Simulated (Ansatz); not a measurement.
Basis-set extrapolation for `B[N]CC` radical (PBE0-D4/def2-TZVP geometry, frozen core, the Gaussian-basis code of Ansatz). Multiplicity 2, UHF reference.

|  | def2-TZVPP | def2-QZVPP |
| --- | --- | --- |
| HF | -158.976600 | -158.984375 |
| MP2 correlation | -0.626132 | -0.667702 |
| CCSD(T) correlation | -0.704227 | not run |

Energies in hartree. Use E(X) = E(∞) + A·exp(−7.88·√X) for Hartree–Fock and E(X) = E(∞) + B·X^(−2.97) for correlation, with X = 3 and 4, and add CCSD(T) minus MP2 of the smaller set to the MP2 limit.

Problem. What is the CCSD(T) energy at the basis-set limit?

Solution. HF limit: -158.984375 + (-0.007775) × 0.13774 = -158.98545. MP2 limit: -0.667702 + (-0.041570) × 0.74074 = -0.69849. Higher-order term: -0.704227 − (-0.626132) = -0.07810. Total: -159.76204 hartree, 213.2 kJ/mol below CCSD(T)/def2-TZVPP.
